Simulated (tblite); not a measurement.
Input of a run (GFN2-xTB geometry optimisation, gas phase (tblite 0.8.0)), started from a force field or distance geometry:
```
{"job": {"kind": "relax", "xc": "GFN2-xTB", "basis": "xTB"}, "charge": 0, "multiplicity": 2}
O     -0.894600     2.827900     0.062900
C     -0.652000     1.689100    -0.009000
C     -0.312000     0.252700    -0.068000
C      0.897300    -0.001800     0.752500
F      0.815900     0.182200     2.107000
C      2.050800    -0.449100     0.255600
F      2.184600    -0.662500    -1.070900
F      3.108400    -0.669700     1.082700
C     -1.491700    -0.560400     0.437700
F     -2.551400    -0.427300    -0.412600
F     -1.180800    -1.881600     0.421500
H     -0.145200    -0.015100    -1.117500
H     -1.833700    -0.283900     1.454200
```

Output (eV, eV/Å):
```
step      E/eV     max force
  0   -1069.33583    2.773
  1   -1069.39420    4.364
  2   -1069.51590    0.819
  3   -1069.54188    0.655
  4   -1069.58278    0.688
  5   -1069.61497    0.756
  6   -1069.64977    1.117
  7   -1069.68782    2.235
  8   -1069.74297    1.299
  9   -1069.82407    0.871
 10   -1069.86909    0.649
 11   -1069.90177    0.659
 12   -1069.92899    0.578
 13   -1069.94010    1.188
 14   -1069.95806    0.403
 15   -1069.96638    0.307
 16   -1069.97982    0.294
 17   -1069.98701    0.285
 18   -1069.99709    0.338
 19   -1070.00576    0.296
 20   -1070.01591    0.334
 21   -1070.02361    0.278
 22   -1070.02848    0.175
 23   -1070.03133    0.143
 24   -1070.03352    0.137
 25   -1070.03521    0.120
 26   -1070.03642    0.083
 27   -1070.03735    0.074
 28   -1070.03818    0.095
 29   -1070.03906    0.125
 30   -1070.04010    0.101
 31   -1070.04150    0.126
 32   -1070.04310    0.133
 33   -1070.04431    0.093
 34   -1070.04493    0.052
 35   -1070.04530    0.055
 36   -1070.04570    0.063
 37   -1070.04627    0.090
 38   -1070.04686    0.081
 39   -1070.04735    0.060
 40   -1070.04781    0.066
 41   -1070.04842    0.086
 42   -1070.04921    0.113
 43   -1070.05001    0.088
 44   -1070.05070    0.075
 45   -1070.05135    0.096
 46   -1070.05211    0.095
 47   -1070.05295    0.098
 48   -1070.05353    0.141
 49   -1070.05418    0.081
 50   -1070.05470    0.077
 51   -1070.05596    0.092
 52   -1070.05650    0.070
 53   -1070.05714    0.062
 54   -1070.05761    0.070
 55   -1070.05851    0.106
 56   -1070.05969    0.134
 57   -1070.06074    0.129
 58   -1070.06117    0.108
 59   -1070.06172    0.070
 60   -1070.06211    0.096
 61   -1070.06273    0.073
 62   -1070.06316    0.046
 63   -1070.06345    0.032
 64   -1070.06361    0.046
 65   -1070.06377    0.045
 66   -1070.06399    0.047
 67   -1070.06431    0.058
 68   -1070.06473    0.060
 69   -1070.06519    0.072
 70   -1070.06558    0.069
 71   -1070.06584    0.041
 72   -1070.06599    0.046
 73   -1070.06610    0.026
 74   -1070.06617    0.018
 75   -1070.06623    0.014
 76   -1070.06626    0.014
 77   -1070.06630    0.016
 78   -1070.06634    0.019
 79   -1070.06637    0.019
 80   -1070.06639    0.019
 81   -1070.06640    0.021
 82   -1070.06641    0.020
 83   -1070.06642    0.019
 84   -1070.06644    0.014
 85   -1070.06646    0.011
 86   -1070.06647    0.010
```

Question: Summarise the run.

Answer: The energy falls by 70.5 kJ/mol over 86 L-BFGS steps, the largest force on an atom goes from 2.77 to 0.010 eV/Å, and the atoms move by 0.326 Å rms after alignment. The bond that changes most is C6–F8 (ends: carbon bonded to C and 2 F; fluorine bonded to C), which shortens by 0.044 Å. Bonds longer at the end by more than 0.005 Å: 4 of 12; shorter: 6. Among the angles that change most is O1–C2–C3, from 178.2° to 133.3°. Among the dihedrals that turn most is C2–C3–C4–C6, from -117° to -96°. The energy never rose by more than 1e-5 eV on the way. The first step brought 8 % of the lowering.

Question: What are the final bond lengths?

Answer: O1=C2 1.176 Å, C2–C3 1.508 Å, C3–C4 1.496 Å, C4–F5 1.345 Å, C4=C6 1.334 Å, C6–F7 1.325 Å, C6–F8 1.317 Å, C3–C9 1.540 Å, C9–F10 1.346 Å, C9–F11 1.350 Å, C3–H12 1.098 Å, C9–H13 1.100 Å. Numbering counts from 1 in the input's order; the species is `[C@H]([C]=O)(C(=C(F)F)F)C(F)F` [radical].

Its GFN2-xTB frequencies are all real (lowest 34 cm⁻¹).

One conformer stands for the species.

All values are computed, not measured.
